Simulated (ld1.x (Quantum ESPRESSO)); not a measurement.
# tungsten, TM: configuration errors across variants

* Element: tungsten (W)
* Generator: ld1.x (Quantum ESPRESSO) 7.5
* Type: norm-conserving Troullier–Martins (Kleinman–Bylander form)
* Functional: PBEsol
* Relativity: scalar-relativistic
* Frozen core: [Xe] 4f14
* Valence charge: 6
* Reference configuration: 5d4 6s1.5 6p0.5
* Partial waves: 6s (bound): rc 2.40 bohr; 5d (bound): rc 2.60 bohr; 6p (bound): rc 3.45 bohr
* Local potential: the p channel
* Core correction: a·sin(br)/r model core inside 1.90 bohr

All-electron excitation energies from the reference (eV): (1) 5d4 6s2 6p0 -2.239; (2) 5d4 6s1 6p0 6.685; (3) 5d4 6s0 6p0 22.381; (4) 5d3 6s0 6p0 47.784; (5) 5d4.5 6s1.5 6p0 -1.543; (6) 5d4 6s1.5 6p0 1.413; (7) 5d4 6s0 6p1 12.196.

Errors AE − PS in meV (a dash: test not solved or not reliable):

| change | (1) | (2) | (3) | (4) | (5) | (6) | (7) | bound ghosts |
| --- | --- | --- | --- | --- | --- | --- | --- | --- |
| base | -0.6 | -7.8 | -55 | -278 | -22 | -1.9 | -19 | none |
| wave 6s (bound): rc 2.40 bohr becomes 6s (bound): rc 1.56 bohr | +0.8 | -3.7 | +13 | -300 | -21 | -2.2 | +34 | none |
| wave 6s (bound): rc 2.40 bohr becomes 6s (bound): rc 1.78 bohr | -0.9 | -5.8 | -42 | -337 | -20 | -2.2 | -18 | none |
| wave 6s (bound): rc 2.40 bohr becomes 6s (bound): rc 2.06 bohr | -0.4 | -6.6 | -46 | -299 | -21 | -2.0 | -15 | none |
| wave 6s (bound): rc 2.40 bohr becomes 6s (bound): rc 2.24 bohr | -0.5 | -7.4 | -52 | -286 | -21 | -1.9 | -17 | none |
| wave 6s (bound): rc 2.40 bohr becomes 6s (bound): rc 2.50 bohr | -0.6 | -8.0 | -56 | -275 | -22 | -1.9 | -19 | none |
| wave 6s (bound): rc 2.40 bohr becomes 6s (bound): rc 2.62 bohr | -0.6 | -8.0 | -56 | -275 | -22 | -1.9 | -19 | none |
| wave 6s (bound): rc 2.40 bohr becomes 6s (bound): rc 3.20 bohr | -1.1 | -7.1 | -59 | -331 | -20 | -2.0 | -24 | none |
| wave 6s (bound): rc 2.40 bohr becomes 6s (bound): rc 3.36 bohr | -1.5 | -6.9 | -65 | -367 | -20 | -2.1 | -30 | none |
| wave 6s (bound): rc 2.40 bohr becomes 6s (bound): rc 3.58 bohr | -2.1 | -6.9 | -74 | -415 | -19 | -2.2 | -38 | none |

Task: Give the same row for: wave 6s (bound): rc 2.40 bohr becomes 6s (bound): rc 2.92 bohr.

Result: -0.7, -7.6, -55, -288, -21, -1.9, -19; bound ghosts: none.
